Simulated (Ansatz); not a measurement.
Basis sets compared for Cd13Te13H30. Charge 0, multiplicity 1. Geometry PBE-D4/def2-SVP. Ansatz on 11 threads of AMD EPYC 7R13 on a shared host and a whole NVIDIA H100 80GB HBM3; times are rough, and most runs start from earlier orbitals.

```xyz
56

Cd    0.9181    1.8415    3.4616
Cd   -1.7779    4.6241   -0.2682
Cd    2.4673    5.2788   -0.3792
Cd    3.8955    1.0064    0.1685
Cd    0.7363    5.2165   -3.2331
Cd   -5.0110   -0.1911    3.6153
Cd   -2.2213   -0.8464    5.3307
Cd    2.0628   -2.4140    2.4691
Cd   -3.2197   -3.2490    1.9154
Cd   -0.7544   -0.0462   -0.6684
Cd    2.1088   -1.5547   -4.2100
Cd    1.2514   -5.2161   -3.0721
Cd    3.8752   -4.1731   -1.2925
Te    0.5021    4.1665    1.4548
Te   -1.9907    1.6209    3.7167
Te   -4.0631    3.3694    1.2882
Te    1.3469    0.0868    1.1959
Te   -0.9015    2.4457   -2.0888
Te    2.9563    2.8133   -1.9372
Te    3.8003   -1.3231   -1.8724
Te    1.6477    1.3410   -4.9990
Te   -3.2161   -0.5258    0.7306
Te   -0.8625   -2.6249    3.4736
Te    1.3952   -4.2859    0.3159
Te   -2.1198   -4.9940   -0.3126
Te   -0.2373   -2.1933   -2.5043
H     2.0053    2.1912    4.7231
H    -2.2685    6.0845   -1.0192
H     3.6543    6.4687   -0.1005
H     0.9082    5.8538   -1.6218
H     5.3672    1.1420    1.0117
H     0.5780    4.9285   -4.8799
H    -6.2063    0.8387    3.0405
H    -2.2252   -0.8601    7.0342
H    -4.0201   -1.3643    4.4360
H     3.2351   -2.6703    3.6759
H    -4.7326   -3.8394    2.4626
H     2.3354   -2.5453   -5.5902
H    -0.1434   -6.1261   -3.2886
H     5.2189   -5.1852   -1.0226
H     2.8442   -4.5130   -3.0616
H     0.3624    5.5586    2.3897
H    -2.1111    2.5779    5.0961
H    -3.9652    4.6411    2.3882
H    -5.1016    4.3324    0.3424
H    -2.3782    2.2309   -2.8657
H     4.4837    3.3587   -2.3874
H     5.2836   -1.2918   -2.6667
H     3.2506    1.4162   -5.5105
H     1.2356    0.7463   -6.5406
H    -4.2106   -0.8790   -0.5796
H    -0.9015   -3.9648    4.4908
H     1.9361   -5.6630    1.1189
H    -1.8895   -6.2305    0.8076
H    -3.7153   -5.5504   -0.5251
H    -1.4177   -1.8598   -3.6560
```

In the def2 sets Cd, Te take a core potential; there is no spin–orbit coupling. Single mean-field runs in def2-SVP, def2-TZVP are fitted with def2-universal-jkfit.

Binding counts from free atoms (Cd singlet, Te triplet, H doublet) in the same basis, without a counterpoise term.

```tsv
level	functions	energy (Eh)	HOMO (eV)	LUMO (eV)	binding per atom (eV)	wall time
PBE-D4/def2-SVP	891	-5683.0051	-5.88	-2.88	1.86	6 s
PBE0-D4/def2-SVP	891	-5683.1737	-6.82	-2.24	1.85	9 s
```

Task: Estimate the rows for PBE-D4/def2-TZVP, PBE0-D4/def2-TZVP (with forces).

Result: 
| level | functions | energy (Eh) | HOMO (eV) | LUMO (eV) | binding per atom (eV) | wall time |
| --- | --- | --- | --- | --- | --- | --- |
| PBE-D4/def2-TZVP | 1350 | -5683.7017 | -5.88 | -2.91 | 1.85 | 8 s |
| PBE0-D4/def2-TZVP (with forces) | 1350 | -5683.8375 | -6.79 | -2.25 | 1.85 | 21 s |
